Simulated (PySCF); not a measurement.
CHClF₂, SMILES FC(F)Cl. The structure is a stationary point at PBE0-D3(BJ)/def2-SVP.

**Question.** Give the equilibrium geometry at PBE0-D3(BJ)/def2-SVP (PySCF confirms it by a frequency run) as bond lengths and angles, and its point group. (The exact figures need the calculation; the answer reports its results.)

**Answer.** point group Cs.
Atoms: F1 C2 F3 Cl4 H5. Bonded distances (Å): F1–C2 1.329, C2–F3 1.329, C2–Cl4 1.769, C2–H5 1.101. Bond angles (°): F1–C2–F3 108.6, F1–C2–Cl4 109.7, F1–C2–H5 110.1, F3–C2–Cl4 109.7, F3–C2–H5 110.1, Cl4–C2–H5 108.6.
